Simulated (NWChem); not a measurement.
System: hydrogen bromide (HBr); SMILES Br

Output (shortened):

```
             Northwest Computational Chemistry Package (NWChem) 7.3.0
             --------------------------------------------------------

                             Geometry "geometry" -> ""
                             -------------------------

 Output coordinates in angstroms (scale by  1.889725989 to convert to a.u.)

  No.       Tag          Charge          X              Y              Z
 ---- ---------------- ---------- -------------- -------------- --------------
    1 Br                  35.0000     0.00000000     0.00000000     0.04932000
    2 H                    1.0000     0.00000000     0.00000000    -1.37304700

 Effective nuclear repulsion energy (a.u.)      13.0213958247

                                 NWChem DFT Module
                                 -----------------

 Summary of "ao basis" -> "ao basis" (spherical)
 ------------------------------------------------------------------------------
       Tag                 Description            Shells   Functions and Types
 ---------------- ------------------------------  ------  ---------------------
 Br                         cc-pvdz                 11       27   5s4p2d
 H                          cc-pvdz                  3        5   2s1p

 in cosmo_initialize ...
 calling solv_data for solv:h2o

 solvent parameters
 solvname_short: h2o
 solvname_long:  water
 dielec:       78.4000
 dielecinf:     1.7769
 aqueous SMD model solvent descriptors
 dielec:       78.4000
 sola:          0.8200

          ---------------
          -cosmo- solvent
          ---------------
 Cosmo: York-Karplus, doi: 10.1021/jp992097l
 dielectric constant -eps-     =  78.40
 screen = (eps-1)/(eps    )    =   0.98724
 surface charge correction     = lagrangian

   van der Waals surface
 --------------------------

 ---------- ATOMIC COORDINATES (A.U.) ------------ VDWR(ANG.) --
     1    0.00000000    0.00000000    0.09320129     3.060
     2    0.00000000    0.00000000   -2.59468260     1.200
 number of segments per atom =        128
 number of   points per atom =        128
 atom (   nspa,  nppa )
 ----------------------
    1 (    128,     0 )       0
    2 (      0,     0 )       0
 number of -cosmo- surface points =      128
 molecular surface =    117.666 angstrom**2
 molecular volume  =    120.020 angstrom**3
 -lineq- algorithm             =   0
 -bem- low  level              =   3
 -bem- from -octahedral-
 gaussian surface charge width =   4.50000
 degree of switching           =   1.00000
 switching function tolerance  =   0.00010
 atomic radii =
 --------------
    1 35.000  3.060
    2  1.000  1.200
 ...... end of -cosmo- initialization ......

 nat:                     2
 ixmem:                   309
 calling mnsol_interface()
 G(SMD-CDS) energy (kcal/mol)  =     0.227
 SMD-CDS SASA (angstrom**2)    =    68.690

            General Information
            -------------------
          SCF calculation type: DFT
          Wavefunction type:  closed shell.
          No. of atoms     :     2
          No. of electrons :    36
           Alpha electrons :    18
            Beta electrons :    18
          Charge           :     0
          Spin multiplicity:     1
          Use of symmetry is: off; symmetry adaption is: off
          Maximum number of iterations: 150
          AO basis - number of functions:    32
                     number of shells:    14
          Convergence on energy requested:  1.00D-06
          Convergence on density requested:  1.00D-05
          Convergence on gradient requested:  5.00D-04

              XC Information
              --------------
                       M06-2X Method XC Functional
                     Hartree-Fock (Exact) Exchange  0.540
                        M06-2X Exchange Functional  1.000
                      M06-2X Correlation Potential  1.000

             Grid Information
             ----------------
          Grid used for XC integration:  medium
          Radial quadrature: Mura-Knowles
          Angular quadrature: Lebedev.
          Tag              B.-S. Rad. Rad. Pts. Rad. Cut. Ang. Pts.
          ---              ---------- --------- --------- ---------
          Br                  1.15      112           7.0       590
          H                   0.35       45           6.0       434
          Grid pruning is: on
          Number of quadrature shells:   157
          Spatial weights used:  Erf1

      Superposition of Atomic Density Guess
      -------------------------------------

 Sum of atomic energies:       -2572.87135894

      Non-variational initial energy
      ------------------------------

 Total energy =   -2572.941254
 1-e energy   =   -3607.353803
 2-e energy   =    1021.391153
 HOMO         =      -0.399521
 LUMO         =       0.068385

   convergence    iter        energy       DeltaE   RMS-Dens  Diis-err
 ---------------- ----- ----------------- --------- --------- ---------
     COSMO gas phase
 d= 0,ls=0.0,diis     1  -2574.7546302575 -2.59D+03  1.00D-02  1.23D-01
 d= 0,ls=0.0,diis     2  -2574.7651960834 -1.06D-02  3.91D-03  2.60D-02
 d= 0,ls=0.0,diis     3  -2574.7691298901 -3.93D-03  7.44D-04  1.19D-03
 d= 0,ls=0.0,diis     4  -2574.7693210461 -1.91D-04  3.46D-05  1.61D-06
 d= 0,ls=0.0,diis     5  -2574.7693212984 -2.52D-07  9.72D-06  1.52D-07

   convergence    iter        energy       DeltaE   RMS-Dens  Diis-err
 ---------------- ----- ----------------- --------- --------- ---------
     COSMO solvation phase
 d= 0,ls=0.0,diis     1  -2574.7703772530 -1.06D-03  1.02D-03  3.20D-04
 d= 0,ls=0.0,diis     2  -2574.7704772388 -1.00D-04  2.27D-04  8.67D-05
 d= 0,ls=0.0,diis     3  -2574.7704913791 -1.41D-05  8.29D-05  2.73D-06
 d= 0,ls=0.0,diis     4  -2574.7704921128 -7.34D-07  9.70D-06  3.85D-08

         Total DFT energy =    -2574.770492112844
      One electron energy =    -3608.317272016197
           Coulomb energy =     1112.258092658790
    Exchange-Corr. energy =      -91.723069254241
 Nuclear repulsion energy =       13.021395824699

             COSMO energy =       -0.009639325895

 Numeric. integr. density =       36.000006937287

                                COSMO-SMD solvation results
                                ---------------------------

             internal energy in gas <Psi(g)|H|Psi(g)> =     -2574.769321298425
         internal energy in solvent <Psi(s)|H|Psi(s)> =     -2574.769196466128
                               delta internal energy  =         0.000124832297 (    0.08 kcal/mol)
   total free energy in solvent <Psi(s)|H+V/2|Psi(s)> =     -2574.770854184948
 polarization energy contribution <Psi(s)|V/2|Psi(s)> =        -0.001657718821 (   -1.04 kcal/mol)
    total free energy in solvent including G(SMD-CDS) =     -2574.770492112844
                       G(SMD-CDS) energy contribution =         0.000362072104 (    0.23 kcal/mol)
     1 M fixed-concentration free energy of solvation =        -0.001170814419 (   -0.73 kcal/mol)

                       DFT Final Molecular Orbital Analysis
                       ------------------------------------

 Vector   16  Occ=2.000000D+00  E=-4.985212D-01
              MO Center= -2.7D-14, -6.2D-11, -2.4D-01, r^2= 1.6D+00
   Bfn.  Coefficient  Atom+Function         Bfn.  Coefficient  Atom+Function
  ----- ------------  ---------------      ----- ------------  ---------------
    14      0.430326  1 Br pz                28     -0.378826  2 H  s
    17      0.310953  1 Br pz                 5      0.262639  1 Br s
     4      0.157672  1 Br s                 29     -0.122962  2 H  s
    25     -0.036812  1 Br d  0              32     -0.032304  2 H  pz
    20      0.030891  1 Br d  0

 Vector   17  Occ=2.000000D+00  E=-3.600235D-01
              MO Center= -1.3D-11, -3.7D-11,  2.1D-02, r^2= 1.5D+00
   Bfn.  Coefficient  Atom+Function         Bfn.  Coefficient  Atom+Function
  ----- ------------  ---------------      ----- ------------  ---------------
    15      0.545732  1 Br px                12      0.531808  1 Br px
    16      0.116795  1 Br py                13      0.113815  1 Br py

 Vector   18  Occ=2.000000D+00  E=-3.600235D-01
              MO Center=  1.3D-11, -4.6D-11,  2.1D-02, r^2= 1.5D+00
   Bfn.  Coefficient  Atom+Function         Bfn.  Coefficient  Atom+Function
  ----- ------------  ---------------      ----- ------------  ---------------
    16      0.545732  1 Br py                13      0.531808  1 Br py
    15     -0.116795  1 Br px                12     -0.113815  1 Br px

 Vector   19  Occ=0.000000D+00  E= 4.519940D-02
              MO Center= -1.5D-14, -5.5D-11, -9.0D-01, r^2= 2.8D+00
   Bfn.  Coefficient  Atom+Function         Bfn.  Coefficient  Atom+Function
  ----- ------------  ---------------      ----- ------------  ---------------
    29      1.276478  2 H  s                 17      0.891102  1 Br pz
     5     -0.744704  1 Br s                 28      0.337908  2 H  s
    14      0.292035  1 Br pz                 4     -0.132902  1 Br s
    25      0.094750  1 Br d  0              20     -0.055040  1 Br d  0
     3      0.041747  1 Br s

 Vector   20  Occ=0.000000D+00  E= 3.435414D-01
              MO Center= -2.9D-14, -4.9D-11, -1.0D+00, r^2= 2.4D+00
   Bfn.  Coefficient  Atom+Function         Bfn.  Coefficient  Atom+Function
  ----- ------------  ---------------      ----- ------------  ---------------
    29      1.122437  2 H  s                 28     -0.854401  2 H  s
    25     -0.453894  1 Br d  0               4     -0.269220  1 Br s
     3     -0.186653  1 Br s                 17     -0.155218  1 Br pz
    20      0.137056  1 Br d  0              14      0.092305  1 Br pz
     2     -0.046934  1 Br s                 11      0.046815  1 Br pz

 Vector   21  Occ=0.000000D+00  E= 5.384920D-01
              MO Center= -4.1D-13, -2.8D-09,  7.1D-01, r^2= 1.9D+00
   Bfn.  Coefficient  Atom+Function         Bfn.  Coefficient  Atom+Function
  ----- ------------  ---------------      ----- ------------  ---------------
     5     -1.518529  1 Br s                  4      1.448873  1 Br s
     3      0.985744  1 Br s                 14      0.817031  1 Br pz
    17     -0.794721  1 Br pz                 2      0.248046  1 Br s
    11      0.206477  1 Br pz                29      0.110810  2 H  s
    25      0.086116  1 Br d  0              32     -0.052230  2 H  pz

     Multipole analysis of the density
     ---------------------------------

     L   x y z        total         alpha         beta         nuclear
     -   - - -        -----         -----         ----         -------
     0   0 0 0     -0.000000    -18.000000    -18.000000     36.000000

     1   1 0 0      0.000000      0.000000      0.000000      0.000000
     1   0 1 0      0.000000      0.000000      0.000000      0.000000
     1   0 0 1     -0.508500     -0.587931     -0.587931      0.667362

     2   2 0 0    -14.657482     -7.328741     -7.328741      0.000000
     2   1 1 0      0.000000      0.000000      0.000000      0.000000
     2   1 0 1      0.000000      0.000000      0.000000      0.000000
     2   0 2 0    -14.657482     -7.328741     -7.328741      0.000000
     2   0 1 1      0.000000      0.000000      0.000000      0.000000
     2   0 0 2    -11.450244     -9.243324     -9.243324      7.036405
```

Level: M06-2X/cc-pVDZ, SMD on the gas-phase geometry. Structure relaxed at the PBE0/def2-SVP level. Solvent: water.

Write an input that gives this output.

This is not unique; one that fits is the input that was run:
```
start job
memory heap 200 mb stack 900 mb global 1100 mb
geometry units angstroms noautosym nocenter noautoz
  Br     0.000000     0.000000     0.049320
  H      0.000000     0.000000    -1.373047
end
basis spherical
  Br library cc-pvdz
  H library cc-pvdz
end
dft
  xc m06-2x
  iterations 150
end
cosmo
  do_cosmo_smd true
  solvent water
end
task dft energy
```
